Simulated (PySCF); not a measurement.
## Mayer bond orders and bond lengths

Compound: C3H9NSi.
Atom-mapped SMILES: `[CH3:1][C:2]([CH3:3])=[N:4][SiH3:5]` (hydrogens: H6, H7, H8 on C1; H9, H10, H11 on C3; H12, H13, H14 on Si5)

Geometry (GFN2-xTB, Å), atoms numbered from 1 in this order:
```
atom  x, y, z in Å
C1    -0.988   -1.097    0.576
C2    -0.404    0.274    0.370
C3    -1.389    1.402    0.479
N4     0.796    0.526    0.115
Si5    2.262   -0.323   -0.113
H6    -1.648   -1.104    1.441
H7    -1.577   -1.366   -0.300
H8    -0.201   -1.833    0.709
H9    -2.244    1.221   -0.171
H10   -1.754    1.471    1.502
H11   -0.915    2.341    0.208
H12    2.639    0.016   -1.483
H13    2.274   -1.789    0.032
H14    3.150    0.259    0.892
```

Bond orders from the PBE0/pcSseg-1 density (PySCF). Geometry: GFN2-xTB; no solvent, vibrations or thermal averaging.

(1) How far do the computed orders between heavy atoms stray from the drawn ones?

(2) Set the Mayer orders of the bonds beside their lengths.

Answers

(1) The largest departure is 0.078, at C2–N4 (drawn double, 1.922).

(2) 
```csv
bond,drawn as,length (Å),Mayer order
C1–C2,single,1.504,1.023
C2–C3,single,1.502,0.995
C2–N4,double,1.253,1.922
N4–Si5,single,1.709,1.024
C1–H6,single,1.088,0.948
C1–H7,single,1.090,0.940
C1–H8,single,1.086,0.954
C3–H9,single,1.088,0.952
C3–H10,single,1.089,0.943
C3–H11,single,1.086,0.966
Si5–H12,single,1.461,0.932
Si5–H13,single,1.473,0.878
Si5–H14,single,1.462,0.932
```

By pair of heavy elements: C–C: lowest C2–C3 (0.995, 1.502 Å), highest C1–C2 (1.023, 1.504 Å).

**Question.** Sum the orders of all bonds at each heavy atom with more than one neighbour and set the sums beside the valence in the SMILES.

**Answer.** C1 3.865 (drawn 4), C2 3.940 (drawn 4), C3 3.856 (drawn 4), N4 2.946 (drawn 3), Si5 3.766 (drawn 4). Orders between atoms that aren't bonded are not in these sums.

For a closed shell the Mayer order of atoms A and B is Σ (PS)μν (PS)νμ over the basis functions μ on A and ν on B, with P the density and S the overlap matrix.

These values come from a run that also computed NMR shieldings. The run took 8.9 s wall on one thread, x86-64 server, shared host.
